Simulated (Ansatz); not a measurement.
Reaction (formal exchange of groups at a B–O bond): `OBOBF` + `[SbH3]` → `O[BH][SbH2]` + `OBF`

Program: Ansatz. Geometries: PBE0-D4/def2-TZVP. ΔE: electronic, gas phase. CCSD(T)/CBS is the MP2 limit (def2-TZVPP, def2-QZVPP) plus CCSD(T) − MP2 in def2-TZVPP, frozen cores. This one scheme is used for every species. Functionals use def2-TZVPP. Elements past krypton have def2 core potentials. For Sb outer-core shells are correlated without core-valence functions, which leaves a few kJ/mol of doubt a bond. One conformer a species, not always the lowest.

`OBOBF`:

```xyz
8

O    -0.283   -1.197   -1.074
B     0.660   -0.701   -0.242
O     0.272    0.154    0.749
B    -0.587    1.182    0.868
F    -0.928    1.892   -0.200
H     0.071   -1.810   -1.721
H     1.812   -1.019   -0.316
H    -1.018    1.498    1.935
```

`[SbH3]`:

```xyz
4

Sb   -0.451    0.309    0.471
H     0.353    1.146   -0.782
H    -0.888   -0.951   -0.596
H     0.987   -0.503    0.907
```

`O[BH][SbH2]`:

Cartesian coordinates in Å:
```
O -0.393 -1.213 -1.119
B -0.302 0.104 -0.862
Sb -0.260 0.983 1.225
H -0.372 -1.773 -0.337
H -0.295 0.835 -1.811
H 0.290 -0.481 1.926
H 1.332 1.544 0.978
```

`OBF`:

Z-matrix (Å, degrees):
```
B
O 1 1.344
F 1 1.332 2 120.3
H 1 1.192 2 120.1 3 -180.0
H 2 0.963 1 113.4 3 -0.0
```

```json
{"species": "`OBOBF`", "RPA@PBE/def2-TZVPP energy (Eh)": "-301.99041"}
{"species": "`[SbH3]`", "RPA@PBE/def2-TZVPP energy (Eh)": "-241.51792"}
{"species": "`O[BH][SbH2]`", "RPA@PBE/def2-TZVPP energy (Eh)": "-342.23410"}
{"species": "`OBF`", "RPA@PBE/def2-TZVPP energy (Eh)": "-201.23326"}
```

Work out ΔE.

ΔE = (-342.23410) + (-201.23326) − (-301.99041) − (-241.51792) = 0.04097 Eh = +25.7 kcal/mol. CCSD(T)/CBS gives +25.3 kcal/mol.

What do rigid-rotor, harmonic-oscillator terms from PBE0-D4/def2-TZVP frequencies (298.15 K, 1 bar) make of the CCSD(T)/CBS value? (Estimate.)

The calculation gave: ΔZPE = +2.0 kcal/mol, ΔH = +27.1 kcal/mol, ΔS = 9 J/(mol·K), ΔG = +26.5 kcal/mol.

Largest T1 diagnostic among the species: 0.015.

At CCSD(T), def2-SVP lies +4.3 kcal/mol from the extrapolated value and def2-TZVPP +0.8 kcal/mol. From PBE to PBE0 (25 % exact exchange), in def2-TZVPP and without D4, ΔE moves by +1.3 kcal/mol. Leaving LDA and LC-ωPBE aside and taking each functional with its dispersion term where it has one, the values, not all of them listed here, spread over 6.2 kcal/mol, from revPBE-D4 to B97M-V. LDA lies +2.1 kcal/mol from PBE without D4.
